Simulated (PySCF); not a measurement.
**Multinuclear NMR of C₄H₉FOSi₂**

Geometry:
```json
{"atom": "O1", "x (Å)": "-0.564", "y (Å)": "-0.161", "z (Å)": "2.076"}
{"atom": "C2", "x (Å)": "-1.625", "y (Å)": "-0.268", "z (Å)": "1.513"}
{"atom": "Si3", "x (Å)": "-1.915", "y (Å)": "-0.020", "z (Å)": "-0.374"}
{"atom": "C4", "x (Å)": "-0.303", "y (Å)": "0.680", "z (Å)": "-1.102"}
{"atom": "C5", "x (Å)": "0.871", "y (Å)": "-0.052", "z (Å)": "-0.524"}
{"atom": "Si6", "x (Å)": "1.785", "y (Å)": "0.680", "z (Å)": "0.960"}
{"atom": "C7", "x (Å)": "1.243", "y (Å)": "-1.220", "z (Å)": "-1.016"}
{"atom": "F8", "x (Å)": "0.604", "y (Å)": "-1.805", "z (Å)": "-2.067"}
{"atom": "H9", "x (Å)": "-2.514", "y (Å)": "-0.549", "z (Å)": "2.120"}
{"atom": "H10", "x (Å)": "-2.252", "y (Å)": "-1.349", "z (Å)": "-0.887"}
{"atom": "H11", "x (Å)": "-3.044", "y (Å)": "0.905", "z (Å)": "-0.504"}
{"atom": "H12", "x (Å)": "-0.323", "y (Å)": "0.565", "z (Å)": "-2.188"}
{"atom": "H13", "x (Å)": "-0.219", "y (Å)": "1.746", "z (Å)": "-0.887"}
{"atom": "H14", "x (Å)": "1.037", "y (Å)": "1.827", "z (Å)": "1.468"}
{"atom": "H15", "x (Å)": "3.056", "y (Å)": "1.201", "z (Å)": "0.422"}
{"atom": "H16", "x (Å)": "2.090", "y (Å)": "-0.342", "z (Å)": "1.951"}
{"atom": "H17", "x (Å)": "2.066", "y (Å)": "-1.825", "z (Å)": "-0.672"}
```

How the numbers were obtained: coordinates at the GFN2-xTB level, σ from GIAO-PBE0/pcSseg-1, in PySCF 2.14 (rapidly exchanging positions averaged, non-relativistic, single conformer, gas phase).

**Question.** Predict the 19F NMR data.

**Answer.** 
```tsv
atoms	environment	σ (ppm)	δ (ppm)
F8	vinylic fluorine	267.8	-95.7
```

Shieldings were converted by a linear fit to measured shifts: 19F (scatter 6.0 ppm rms, 7.0 ppm with the 5 outliers that the fit left out vs CFCl3, solution or neat liquid, with a term for F on sp3 carbon). Occasional misses reach two or three times the rms, and more in compound classes unlike the fitted ones.

On a 400 MHz spectrometer 19F resonates near 376.4 MHz, so 1 ppm is 376.4 Hz.

**Question.** Where does 29Si resonate?

**Answer.** 
| atoms | environment | σ (ppm) | δ (ppm) |
| --- | --- | --- | --- |
| Si3 | silicon bonded to 2 C, 2 H | 402.7 | -51.0 |
| Si6 | silicon bonded to C, 3 H | 418.5 | -64.0 |

Shieldings were converted by a linear fit to measured shifts: 29Si: δ = 279.94 − 0.822σ (rms 8.9 ppm, 72 shifts, 25.8 ppm with the 6 outliers that the fit left out vs TMS, solution or neat liquid). A few per cent of atoms miss by over 2 rms, more outside the fitted compound classes.

On a 300 MHz spectrometer 29Si resonates near 59.6 MHz, so 1 ppm is 59.6 Hz.

**Question.** Predict the 17O NMR data.

**Answer.** 
| atoms | environment | σ (ppm) | δ (ppm) |
| --- | --- | --- | --- |
| O1 | carbonyl oxygen | -573.6 | 789.2 |

Shieldings were converted by a linear fit to measured shifts: 17O: δ = 266.70 − 0.911σ (rms 10.7 ppm, 155 shifts, 12.2 ppm with the 3 outliers that the fit left out vs liquid water, solution or neat liquid). A few per cent of atoms miss by over 2 rms, more outside the fitted compound classes.

On a 500 MHz spectrometer 17O resonates near 67.8 MHz, so 1 ppm is 67.8 Hz.
